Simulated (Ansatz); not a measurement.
Program: Ansatz. Geometries: PBE0-D4/def2-TZVP. ΔE: electronic, gas phase. CCSD(T)/CBS is the MP2 limit (def2-TZVPP, def2-QZVPP) plus CCSD(T) − MP2 in def2-TZVPP, frozen cores. Functionals use def2-TZVPP. B3LYP here is the variant with VWN-RPA as its local correlation; programs differ in this. HSE06 is defined as in plane-wave codes. One conformer a species, not always the lowest.

Reaction (isomerisation): `C1[SiH2][SiH2]S1` → `S[SiH]1C[SiH2]1`

```tsv
level	ΔE (kJ/mol)	difference from CCSD(T)/CBS
LDA (SPW92)	39.6	-9.1
PBE-D4	42.4	-6.3
BLYP-D4	44.5	-4.2
B97M-V	37.6	-11.1
PBE0-D4	46.3	-2.4
B3LYP-D4	46.8	-1.9
r2SCANh-D4	40.0	-8.7
r2SCAN0-D4	42.6	-6.1
HSE06-D4	46.2	-2.5
BHLYP-D4	52.1	3.4
CAM-B3LYP-D4	47.0	-1.7
ωB97X-V	49.9	1.2
ωB97M-V	45.4	-3.3
B2PLYP	45.8	-2.9
PBE-QIDH	49.1	0.4
PBE	40.3	-8.4
revPBE	39.7	-9.0
BLYP	39.4	-9.3
r2SCAN	38.0	-10.7
PBE0	44.7	-4.0
B3LYP	43.2	-5.5
r2SCANh	39.7	-9.0
r2SCAN0	42.3	-6.4
HSE06	44.7	-4.0
BHLYP	49.1	0.4
CAM-B3LYP	45.5	-3.2
RPA@PBE/def2-TZVPP	50.3	1.6
MP2/def2-SVP	43.9	-4.8
CCSD/def2-SVP	44.8	-3.9
CCSD(T)/def2-SVP	44.6	-4.1
HF/def2-TZVPP	56.3	7.6
MP2/def2-TZVPP	47.4	-1.3
SCS-MP2/def2-TZVPP	51.0	2.3
CCSD/def2-TZVPP	47.6	-1.1
CCSD(T)/def2-TZVPP	47.0	-1.7
HF/def2-QZVPP	56.3	7.6
MP2/def2-QZVPP	48.4	-0.3
SCS-MP2/def2-QZVPP	52.0	3.3
HF/CBS(def2)	56.3	7.6
CCSD/CBS(def2)	49.3	0.6
CCSD(T)/CBS	48.7	0
```

Largest T1 diagnostic among the species: 0.013.

Leaving LDA and LC-ωPBE aside and taking each functional with its dispersion term where it has one, the values spread over 14.5 kJ/mol, from B97M-V to BHLYP-D4. From r2SCAN to r2SCAN0 (25 % exact exchange), in def2-TZVPP and without D4, ΔE moves by +4.2 kJ/mol.
